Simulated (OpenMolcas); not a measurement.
Pt4+.

```json
{
  "Program": "OpenMolcas 26.06",
  "Method": "CASSCF",
  "Basis": "ANO-RCC-VTZP [8s7p5d3f1g]",
  "Scalar Hamiltonian": "DKH2, point nucleus",
  "Active space": "6 electrons in 10 orbitals (5d 6d)",
  "State averaging": "2S+1 = 5 even, 5 roots; 2S+1 = 3 even, 45 roots; 2S+1 = 1 even, 49 roots",
  "Spin-orbit coupling": "RASSI with atomic mean-field integrals over the reference wave functions, term energies averaged over their components"
}
```

Levels without dynamic correlation, in cm-1 above 5d6 5D4:

```csv
Level,E
5d6 3D1 [68 %],36509
5d6 3H6,23503
5d6 3F2(1) [66 %],29132
5d6 1I6,41414
5d6 3P1(1) [68 %],44983
5d6 3P0(2),46940
```

On this reference, MS-CASPT2, IPEA 0.25 Eh, imaginary shift 0.1 Eh (closed shells correlated: 5s 5p) puts 5d6 3D1 [68 %] at 32380 cm-1.

Problem. Estimate the other levels at that method by one scale factor, and say how well it serves.

Solution. The factor is 32380 / 36509 = 0.887. Scaled values beside those that MS-CASPT2 gives:
```
            Level  Scaled  MS-CASPT2  Miss (%)
          5d6 3H6   20847      22580      -7.7
5d6 3F2(1) [66 %]   25840      26660      -3.1
          5d6 1I6   36734      40080      -8.3
5d6 3P1(1) [68 %]   39900      42270      -5.6
       5d6 3P0(2)   41636      40630      +2.5
```
For these levels the scaled values miss MS-CASPT2 by up to 8.3 %, as correlation changes each term by its own factor, spin-orbit parts do not scale and CASPT2 has its own spread within terms. This holds within one configuration; levels of others move differently, and the target method has errors of its own against measurement.

CASPT2 breaks the degeneracy within a term, and the mean is taken; among the terms shown or strongly mixed into the levels shown the widest spread is 1100 cm-1 (5d6 1I, MS-CASPT2). Active for correlation alone: 6d; no level in the range computed is led by a configuration that fills it, so any true level of that kind is missing. Without dynamic correlation excited terms often stand tens of per cent too high (terms of higher spin than the ground term too low), and those without a measured partner can miss by more than the paired ones (holds for CASSCF). Levels of configurations outside the active space are missing.

A share in square brackets marks a mixed level and gives the weight of the term that names it, the lowest over the columns. A number in round brackets counts repeated terms of one configuration in the order of the reference energies.
